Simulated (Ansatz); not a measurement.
# Molecular dynamics of BClFH3O

The input (input.yaml):

```yaml
crystal:
  periodic: [false, false, false]
  atoms:
    - { symbol: B, position_ang: [0.037776, 0.046854, 0.159982] }
    - { symbol: O, position_ang: [-0.105602, -0.018373, 1.642959] }
    - { symbol: H, position_ang: [-1.024524, -0.205542, 1.885261] }
    - { symbol: F, position_ang: [1.256498, -0.302355, -0.243765] }
    - { symbol: H, position_ang: [-0.936612, -0.135857, -0.516882] }
    - { symbol: Cl, position_ang: [0.118198, 2.286763, 0.472126] }
    - { symbol: H, position_ang: [0.007066, 1.213211, 1.559822] }
basis:
  gaussian: { orbitals: cc-pVDZ }
hamiltonian:
  xc: pbe0
md:
  timestep: 0.5
  n_steps: 200
  ensemble: nve
  temperature: 100.0
  initial_velocities: maxwell_boltzmann
  seed: 11154
```

Run as:

```bash
$ ansatz run input.yaml --threads 1 --pin off --max-ram 2048MiB --backend cpu --events-out ev --progress --plain --runs-dir out
```

It starts at the highest image of a converged band, a first-order saddle point between two minima.

Output, in part (one step line in 4, the closing report, with atoms numbered from 0):

```
md step     0: t =     0.00 fs  T =   100.0 K  F+E_penalty+E_count = -18004.37571436 eV  E_kin = 0.064630 eV  conserved = -18004.31108436 eV  (24 SCF iters)
md step     4: t =     2.00 fs  T =    81.5 K  F+E_penalty+E_count = -18004.36356999 eV  E_kin = 0.052649 eV  conserved = -18004.31092113 eV  (23 SCF iters)
md step     8: t =     4.00 fs  T =    64.0 K  F+E_penalty+E_count = -18004.35229799 eV  E_kin = 0.041354 eV  conserved = -18004.31094434 eV  (24 SCF iters)
md step    12: t =     6.00 fs  T =    51.1 K  F+E_penalty+E_count = -18004.34395817 eV  E_kin = 0.033009 eV  conserved = -18004.31094926 eV  (24 SCF iters)
md step    16: t =     8.00 fs  T =    37.7 K  F+E_penalty+E_count = -18004.33528015 eV  E_kin = 0.024342 eV  conserved = -18004.31093779 eV  (23 SCF iters)
md step    20: t =    10.00 fs  T =    32.4 K  F+E_penalty+E_count = -18004.33182177 eV  E_kin = 0.020947 eV  conserved = -18004.31087432 eV  (25 SCF iters)
md step    24: t =    12.00 fs  T =    48.5 K  F+E_penalty+E_count = -18004.34232719 eV  E_kin = 0.031317 eV  conserved = -18004.31100986 eV  (23 SCF iters)
md step    28: t =    14.00 fs  T =    49.5 K  F+E_penalty+E_count = -18004.34293336 eV  E_kin = 0.031975 eV  conserved = -18004.31095789 eV  (24 SCF iters)
md step    32: t =    16.00 fs  T =    47.8 K  F+E_penalty+E_count = -18004.34177791 eV  E_kin = 0.030897 eV  conserved = -18004.31088126 eV  (24 SCF iters)
md step    36: t =    18.00 fs  T =    64.5 K  F+E_penalty+E_count = -18004.35265646 eV  E_kin = 0.041661 eV  conserved = -18004.31099538 eV  (23 SCF iters)
md step    40: t =    20.00 fs  T =    73.3 K  F+E_penalty+E_count = -18004.35828503 eV  E_kin = 0.047386 eV  conserved = -18004.31089925 eV  (24 SCF iters)
md step    44: t =    22.00 fs  T =    99.9 K  F+E_penalty+E_count = -18004.37540109 eV  E_kin = 0.064556 eV  conserved = -18004.31084522 eV  (31 SCF iters)
md step    48: t =    24.00 fs  T =   166.5 K  F+E_penalty+E_count = -18004.41850176 eV  E_kin = 0.107610 eV  conserved = -18004.31089191 eV  (31 SCF iters)
md step    52: t =    26.00 fs  T =   252.7 K  F+E_penalty+E_count = -18004.47445504 eV  E_kin = 0.163311 eV  conserved = -18004.31114451 eV  (30 SCF iters)
md step    56: t =    28.00 fs  T =   296.6 K  F+E_penalty+E_count = -18004.50270364 eV  E_kin = 0.191679 eV  conserved = -18004.31102486 eV  (30 SCF iters)
md step    60: t =    30.00 fs  T =   357.8 K  F+E_penalty+E_count = -18004.54205039 eV  E_kin = 0.231221 eV  conserved = -18004.31082948 eV  (29 SCF iters)
md step    64: t =    32.00 fs  T =   475.9 K  F+E_penalty+E_count = -18004.61895210 eV  E_kin = 0.307568 eV  conserved = -18004.31138397 eV  (30 SCF iters)
md step    68: t =    34.00 fs  T =   509.4 K  F+E_penalty+E_count = -18004.64030637 eV  E_kin = 0.329219 eV  conserved = -18004.31108772 eV  (30 SCF iters)
md step    72: t =    36.00 fs  T =   539.8 K  F+E_penalty+E_count = -18004.65961172 eV  E_kin = 0.348858 eV  conserved = -18004.31075408 eV  (30 SCF iters)
md step    76: t =    38.00 fs  T =   664.4 K  F+E_penalty+E_count = -18004.74076175 eV  E_kin = 0.429429 eV  conserved = -18004.31133294 eV  (26 SCF iters)
md step    80: t =    40.00 fs  T =   717.6 K  F+E_penalty+E_count = -18004.77494468 eV  E_kin = 0.463777 eV  conserved = -18004.31116814 eV  (31 SCF iters)
md step    84: t =    42.00 fs  T =   750.9 K  F+E_penalty+E_count = -18004.79606663 eV  E_kin = 0.485278 eV  conserved = -18004.31078879 eV  (31 SCF iters)
md step    88: t =    44.00 fs  T =   837.6 K  F+E_penalty+E_count = -18004.85286595 eV  E_kin = 0.541315 eV  conserved = -18004.31155145 eV  (30 SCF iters)
md step    92: t =    46.00 fs  T =   803.2 K  F+E_penalty+E_count = -18004.82995301 eV  E_kin = 0.519101 eV  conserved = -18004.31085198 eV  (31 SCF iters)
md step    96: t =    48.00 fs  T =   830.5 K  F+E_penalty+E_count = -18004.84762568 eV  E_kin = 0.536753 eV  conserved = -18004.31087249 eV  (31 SCF iters)
md step   100: t =    50.00 fs  T =   918.6 K  F+E_penalty+E_count = -18004.90520377 eV  E_kin = 0.593703 eV  conserved = -18004.31150037 eV  (31 SCF iters)
md step   104: t =    52.00 fs  T =   895.8 K  F+E_penalty+E_count = -18004.88981646 eV  E_kin = 0.578985 eV  conserved = -18004.31083121 eV  (29 SCF iters)
md step   108: t =    54.00 fs  T =   927.2 K  F+E_penalty+E_count = -18004.91032617 eV  E_kin = 0.599257 eV  conserved = -18004.31106873 eV  (30 SCF iters)
md step   112: t =    56.00 fs  T =   962.4 K  F+E_penalty+E_count = -18004.93341383 eV  E_kin = 0.622021 eV  conserved = -18004.31139249 eV  (30 SCF iters)
md step   116: t =    58.00 fs  T =   913.0 K  F+E_penalty+E_count = -18004.90075808 eV  E_kin = 0.590075 eV  conserved = -18004.31068354 eV  (25 SCF iters)
md step   120: t =    60.00 fs  T =   972.9 K  F+E_penalty+E_count = -18004.93986808 eV  E_kin = 0.628770 eV  conserved = -18004.31109760 eV  (24 SCF iters)
md step   124: t =    62.00 fs  T =  1025.1 K  F+E_penalty+E_count = -18004.97392198 eV  E_kin = 0.662522 eV  conserved = -18004.31139981 eV  (31 SCF iters)
md step   128: t =    64.00 fs  T =  1002.2 K  F+E_penalty+E_count = -18004.95842641 eV  E_kin = 0.647747 eV  conserved = -18004.31067943 eV  (24 SCF iters)
md step   132: t =    66.00 fs  T =  1063.1 K  F+E_penalty+E_count = -18004.99847292 eV  E_kin = 0.687067 eV  conserved = -18004.31140566 eV  (31 SCF iters)
md step   136: t =    68.00 fs  T =  1046.3 K  F+E_penalty+E_count = -18004.98729903 eV  E_kin = 0.676226 eV  conserved = -18004.31107265 eV  (32 SCF iters)
md step   140: t =    70.00 fs  T =  1022.9 K  F+E_penalty+E_count = -18004.97186550 eV  E_kin = 0.661097 eV  conserved = -18004.31076881 eV  (24 SCF iters)
md step   144: t =    72.00 fs  T =  1081.8 K  F+E_penalty+E_count = -18005.01053144 eV  E_kin = 0.699178 eV  conserved = -18004.31135315 eV  (30 SCF iters)
md step   148: t =    74.00 fs  T =  1065.6 K  F+E_penalty+E_count = -18004.99974244 eV  E_kin = 0.688722 eV  conserved = -18004.31102039 eV  (30 SCF iters)
md step   152: t =    76.00 fs  T =  1067.3 K  F+E_penalty+E_count = -18005.00071472 eV  E_kin = 0.689766 eV  conserved = -18004.31094872 eV  (30 SCF iters)
md step   156: t =    78.00 fs  T =  1098.3 K  F+E_penalty+E_count = -18005.02128186 eV  E_kin = 0.709855 eV  conserved = -18004.31142679 eV  (30 SCF iters)
md step   160: t =    80.00 fs  T =  1036.9 K  F+E_penalty+E_count = -18004.98088796 eV  E_kin = 0.670131 eV  conserved = -18004.31075701 eV  (24 SCF iters)
md step   164: t =    82.00 fs  T =  1056.6 K  F+E_penalty+E_count = -18004.99389582 eV  E_kin = 0.682860 eV  conserved = -18004.31103550 eV  (31 SCF iters)
md step   168: t =    84.00 fs  T =  1082.8 K  F+E_penalty+E_count = -18005.01119048 eV  E_kin = 0.699788 eV  conserved = -18004.31140268 eV  (25 SCF iters)
md step   172: t =    86.00 fs  T =  1033.7 K  F+E_penalty+E_count = -18004.97872278 eV  E_kin = 0.668055 eV  conserved = -18004.31066818 eV  (24 SCF iters)
md step   176: t =    88.00 fs  T =  1078.7 K  F+E_penalty+E_count = -18005.00852232 eV  E_kin = 0.697176 eV  conserved = -18004.31134613 eV  (31 SCF iters)
md step   180: t =    90.00 fs  T =  1064.1 K  F+E_penalty+E_count = -18004.99888806 eV  E_kin = 0.687733 eV  conserved = -18004.31115474 eV  (30 SCF iters)
md step   184: t =    92.00 fs  T =  1024.2 K  F+E_penalty+E_count = -18004.97258623 eV  E_kin = 0.661937 eV  conserved = -18004.31064894 eV  (22 SCF iters)
md step   188: t =    94.00 fs  T =  1098.1 K  F+E_penalty+E_count = -18005.02105591 eV  E_kin = 0.709695 eV  conserved = -18004.31136107 eV  (24 SCF iters)
md step   192: t =    96.00 fs  T =  1091.9 K  F+E_penalty+E_count = -18005.01682433 eV  E_kin = 0.705687 eV  conserved = -18004.31113710 eV  (30 SCF iters)
md step   196: t =    98.00 fs  T =  1077.4 K  F+E_penalty+E_count = -18005.00706712 eV  E_kin = 0.696291 eV  conserved = -18004.31077571 eV  (23 SCF iters)
md step   200: t =   100.00 fs  T =  1132.9 K  F+E_penalty+E_count = -18005.04372735 eV  E_kin = 0.732207 eV  conserved = -18004.31152080 eV  (25 SCF iters)
Total energy: -18005.04375083 eV, -661.6731535861 hartree
Atom 0 at    -0.013690    -0.774486     0.342356 Å, force    -0.034475     0.049977    -0.355097 eV/Å
Atom 1 at    -0.133580    -0.999176     1.659327 Å, force    -0.411374    -0.268408     0.400886 eV/Å
Atom 2 at    -1.020978    -1.309125     1.903783 Å, force     0.366118     0.201079    -0.134771 eV/Å
Atom 3 at     1.186919    -0.414987    -0.106814 Å, force     0.262618     0.062892     0.016129 eV/Å
Atom 4 at    -0.893318    -0.878034    -0.475106 Å, force    -0.157716    -0.054790     0.076380 eV/Å
Atom 5 at     0.148866     3.020636     0.361245 Å, force    -0.015767     0.057102    -0.002399 eV/Å
Atom 6 at     1.189080     3.748024     0.602230 Å, force    -0.009404    -0.047852    -0.001127 eV/Å
Dipole moment:    -0.234974     0.031549     0.190391 e Å
```

All steps were run. The conserved energy stayed within 0.069 meV per atom of its start (net change -0.062 meV per atom), so the integration is sound. The kinetic energy rose, since the run started high on the potential surface and went downhill. It ends in pieces (BFH2O + ClH), so much of that is their flight and rotation, not heat. A run of 0.1 ps of so small a system gives no equilibrium averages. The orbitals stay closed-shell, which can raise the energy where a bond breaks towards radicals; this wasn't checked here.

Between its relaxed ends the band would form B1–Cl6, O2–H7 and break Cl6–H7. These pairs go: B1–Cl6 2.26 → 3.80 Å, O2–H7 1.24 → 5.04 Å, Cl6–H7 1.53 → 1.29 Å. In the last frame they stand as before the step (other bonds may differ from the relaxed reactants and products). It ends as BFH2O + ClH. Pairs count as bonded within 1.25 times the sum of covalent radii (0.12 Å more for H–H).

Last frame:

```xyz
7
Properties=species:S:1:pos:R:3
B -0.014 -0.774 0.342
O -0.134 -0.999 1.659
H -1.021 -1.309 1.904
F 1.187 -0.415 -0.107
H -0.893 -0.878 -0.475
Cl 0.149 3.021 0.361
H 1.189 3.748 0.602
```

Run time: 9.4 min on 1 thread of Arm Neoverse V1, with other jobs on the host, peak memory 0.16 GiB.
